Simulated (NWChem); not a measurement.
The numbers come from NWChem runs, not from measurements. System: HBrSn, charge 0, spin multiplicity 1, at a geometry optimised with PBE/def2-SVP with def2 effective core potentials on Sn. The structure started from a generated list of species. Level: G0W0@PBE/def2-TZVPP with def2 effective core potentials on Sn, RI basis def2-tzvpp-rifit, no spin-orbit coupling.

Output (cleaned and shortened):

```
             Northwest Computational Chemistry Package (NWChem) 7.3.0
             --------------------------------------------------------

                                NWChem Input Module
                                -------------------

 Scaling coordinates for geometry "geometry" by  1.889725989
 (inverse scale =  0.529177249)

 Turning off AUTOSYM since
 SYMMETRY directive was detected!

                             Geometry "geometry" -> ""
                             -------------------------

 Output coordinates in angstroms (scale by  1.889725989 to convert to a.u.)

  No.       Tag          Charge          X              Y              Z
 ---- ---------------- ---------- -------------- -------------- --------------
    1 Sn                  50.0000    -0.72455100     0.74964800     0.00000000
    2 H                    1.0000     0.52969400     2.05314400     0.00000000
    3 Br                  35.0000     1.01993900    -1.12958700     0.00000000

 Effective nuclear repulsion energy (a.u.)     381.5376618816

            Nuclear Dipole moment (a.u.)
            ----------------------------
        X                 Y               Z
 ---------------- ---------------- ----------------
     0.0000170075    -0.0000018897     0.0000000000

      Symmetry information
      --------------------

 Group name             Cs
 Group number              2
 Group order               2
 No. of unique centers     3

      Symmetry unique atoms

     1    2    3


 Summary of "ao basis" -> "" (spherical)
 ------------------------------------------------------------------------------
       Tag                 Description            Shells   Functions and Types
 ---------------- ------------------------------  ------  ---------------------
 *                         def2-tzvpp                 on all atoms

 Summary of "ri basis" -> "" (spherical)
 ------------------------------------------------------------------------------
       Tag                 Description            Shells   Functions and Types
 ---------------- ------------------------------  ------  ---------------------
 *                      def2-tzvpp-rifit              on all atoms

  pbe96 is a nonlocal functional; adding pw91lda local functional.

                                 NWChem DFT Module
                                 -----------------

 Summary of "ao basis" -> "ao basis" (spherical)
 ------------------------------------------------------------------------------
       Tag                 Description            Shells   Functions and Types
 ---------------- ------------------------------  ------  ---------------------
 Sn                        def2-tzvpp               16       50   6s5p3d2f
 H                         def2-tzvpp                6       14   3s2p1d
 Br                        def2-tzvpp               16       48   6s5p4d1f

 Summary of "ao basis" -> "ao basis" (spherical)
 ------------------------------------------------------------------------------
       Tag                 Description            Shells   Functions and Types
 ---------------- ------------------------------  ------  ---------------------
 Sn                        def2-tzvpp               16       50   6s5p3d2f
 H                         def2-tzvpp                6       14   3s2p1d
 Br                        def2-tzvpp               16       48   6s5p4d1f

      Symmetry analysis of basis
      --------------------------

        a'         75
        a"         37

            General Information
            -------------------
          SCF calculation type: DFT
          Wavefunction type:  closed shell.
          No. of atoms     :     3
          No. of electrons :    58
           Alpha electrons :    29
            Beta electrons :    29
          Charge           :     0
          Spin multiplicity:     1
          Use of symmetry is: on ; symmetry adaption is: on
          Maximum number of iterations: 100
          This is a Direct SCF calculation.
          AO basis - number of functions:   112
                     number of shells:    38
          Convergence on energy requested:  1.00D-06
          Convergence on density requested:  1.00D-05
          Convergence on gradient requested:  5.00D-04
[...]
    82      0.489396  3 Br pz                76     -0.341067  3 Br pz
    79      0.308238  3 Br pz                85      0.302647  3 Br pz
    18      0.112868  1 Sn pz                73      0.104143  3 Br pz
    12     -0.094904  1 Sn pz                15      0.088360  1 Sn pz
    21      0.041794  1 Sn pz                23      0.030896  1 Sn d -1

 Vector   28  Occ=2.000000D+00  E=-2.619364D-01  Symmetry=a'
              MO Center=  5.1D-01, -6.6D-01, -8.5D-16, r^2= 3.1D+00
   Bfn.  Coefficient  Atom+Function         Bfn.  Coefficient  Atom+Function
  ----- ------------  ---------------      ----- ------------  ---------------
    81      0.413386  3 Br py                75     -0.286909  3 Br py
    78      0.258896  3 Br py                84      0.254034  3 Br py
     5     -0.206889  1 Sn s                  6     -0.199398  1 Sn s
    80      0.170772  3 Br px                 2     -0.160615  1 Sn s
    16      0.156371  1 Sn px                10     -0.149059  1 Sn px

 Vector   29  Occ=2.000000D+00  E=-2.190626D-01  Symmetry=a'
              MO Center= -3.6D-02,  4.5D-01,  3.7D-14, r^2= 4.4D+00
   Bfn.  Coefficient  Atom+Function         Bfn.  Coefficient  Atom+Function
  ----- ------------  ---------------      ----- ------------  ---------------
     6      0.314871  1 Sn s                  5      0.291367  1 Sn s
    80      0.287712  3 Br px                52     -0.232144  2 H  s
    53     -0.226459  2 H  s                  2      0.220208  1 Sn s
    16     -0.216627  1 Sn px                83      0.209746  3 Br px
    10      0.202231  1 Sn px                74     -0.201824  3 Br px

 Vector   30  Occ=0.000000D+00  E=-1.421756D-01  Symmetry=a"
              MO Center= -6.1D-01,  6.6D-01, -2.8D-14, r^2= 3.7D+00
   Bfn.  Coefficient  Atom+Function         Bfn.  Coefficient  Atom+Function
  ----- ------------  ---------------      ----- ------------  ---------------
    18      0.523860  1 Sn pz                12     -0.360641  1 Sn pz
    15      0.345943  1 Sn pz                21      0.298202  1 Sn pz
    85     -0.169009  3 Br pz                82     -0.159908  3 Br pz
    76      0.118452  3 Br pz                79     -0.116713  3 Br pz
     9     -0.050615  1 Sn pz                73     -0.035925  3 Br pz

 Vector   31  Occ=0.000000D+00  E=-6.556117D-02  Symmetry=a'
              MO Center= -5.6D-01,  6.0D-01, -1.5D-15, r^2= 5.6D+00
   Bfn.  Coefficient  Atom+Function         Bfn.  Coefficient  Atom+Function
  ----- ------------  ---------------      ----- ------------  ---------------
    20      0.437889  1 Sn py                17      0.353469  1 Sn py
    70      0.308514  3 Br s                 19     -0.304863  1 Sn px
     5     -0.262622  1 Sn s                 11     -0.241715  1 Sn py
    14      0.241482  1 Sn py                16     -0.221898  1 Sn px
    83     -0.213930  3 Br px                84      0.200396  3 Br py

 Vector   32  Occ=0.000000D+00  E=-5.462754D-03  Symmetry=a'
              MO Center= -7.0D-01,  7.5D-01, -7.6D-15, r^2= 5.4D+00
   Bfn.  Coefficient  Atom+Function         Bfn.  Coefficient  Atom+Function
  ----- ------------  ---------------      ----- ------------  ---------------
    53      1.261243  2 H  s                 19     -0.603545  1 Sn px
     6     -0.522989  1 Sn s                 20     -0.465221  1 Sn py
    17     -0.453675  1 Sn py                 5     -0.431248  1 Sn s
    16     -0.432973  1 Sn px                 2     -0.211269  1 Sn s
    52      0.182921  2 H  s                  3      0.172781  1 Sn s

 center of mass
 --------------
 x =  -0.03214463 y =   0.00172428 z =   0.00000000

 moments of inertia (a.u.)
 ------------------
         615.924835323327         553.560613838515           0.000000000000
         553.560613838515         518.717878459027           0.000000000000
           0.000000000000           0.000000000000        1134.642713782354

     Multipole analysis of the density
     ---------------------------------

     L   x y z        total         alpha         beta         nuclear
     -   - - -        -----         -----         ----         -------
     0   0 0 0     -0.000000    -29.000000    -29.000000     58.000000

     1   1 0 0     -0.854308    -19.596003    -19.596003     38.337697
     1   0 1 0      0.603860     20.134741     20.134741    -39.665623
     1   0 0 1      0.000000      0.000000      0.000000      0.000000

     2   2 0 0    -33.678977   -102.972938   -102.972938    172.266899
     2   1 1 0     -1.339862     90.723937     90.723937   -182.787736
     2   1 0 1     -0.000000     -0.000000     -0.000000      0.000000
     2   0 2 0    -33.899944   -126.291720   -126.291720    218.683496
     2   0 1 1      0.000000      0.000000      0.000000      0.000000
     2   0 0 2    -30.367234    -15.183617    -15.183617      0.000000

 Task  times  cpu:       34.7s     wall:       34.7s

                                NWChem Input Module
                                -------------------

                                 NWChem GW Module
                                 ----------------

                             ***********************
                             ***        GW       ***
                             ***********************

 Summary of "ri basis" -> "ri basis" (spherical)
 ------------------------------------------------------------------------------
       Tag                 Description            Shells   Functions and Types
 ---------------- ------------------------------  ------  ---------------------
 Sn                     def2-tzvpp-rifit            38      184   9s8p8d6f4g3h
 H                      def2-tzvpp-rifit            10       30   4s3p2d1f
 Br                     def2-tzvpp-rifit            37      159   10s9p8d5f4g1h

                 Memory Information
                 ------------------
          Available GA per process is          1699.9 MBs
          Available stack per process is        700.0 MBs
          Available heap per process is           0.0 MBs

          Peak memory in Initialization
              Peak GA per process is                 10.9 MBs
              Peak stack per process is               0.1 MBs
              Peak heap per process is               11.6 MBs
              Memory not in MA per process            0.0 MBs

          Peak memory in AFF Calculation
              Peak GA per process is                 60.8 MBs
              Peak stack per process is              44.2 MBs
              Peak heap per process is                0.0 MBs
              Memory not in MA per process           44.2 MBs

          Computing 2-center integrals
          Computing Inverse Cholesky factor
          Computing 3-center integrals
          Computing V_xc ...

          Computing Sigma_x
          Computing RPA polarizability
          Solving quasiparticle equations

                  Alpha Orbitals
          State     Energy (eV)     Error (eV)
          -----------------------------------
@GW        26        -10.604           0.003
@GW        27         -9.477           0.002
@GW        28         -9.521           0.002
@GW        29         -8.683           0.002
@GW        30         -1.420           0.002
@GW        31          0.750           0.004

   Applying  -2.7215 eV scissor-shift to rest of particle states

   Applying   2.4489 eV scissor-shift to rest of hole states

     GW Timing Statistics
   ------------------------
   Init.   :          0.2s
     ERIs  :          2.1s
     Distr.:          0.0s
     Vxc   :          0.4s
   Sigma_x :          0.0s
   RPA     :          4.3s
   Wmn     :          0.1s
   Sigma_c :          0.0s
   GW total:          7.1s

 Task  times  cpu:        7.1s     wall:        7.1s

 Total times  cpu:       41.8s     wall:       41.8s
```

Task: Write an NWChem input that would produce this output.

Result: One answer among several that fit: 
```
start mol
memory heap 200 mb stack 700 mb global 1700 mb
geometry units angstroms nocenter noautoz
  Sn    -0.724551     0.749648     0.000000
  H      0.529694     2.053144     0.000000
  Br     1.019939    -1.129587     0.000000
  symmetry group Cs
end
basis spherical
  * library def2-tzvpp
end
ecp
  Sn library def2-ecp
end
basis "ri basis" bse spherical
  * library def2-tzvpp-rifit
end
dft
  xc xpbe96 cpbe96
  iterations 100
  direct
  tolerances tight
end
task dft energy
gw
  states alpha occ 4 vir 2
end
task dft gw
```
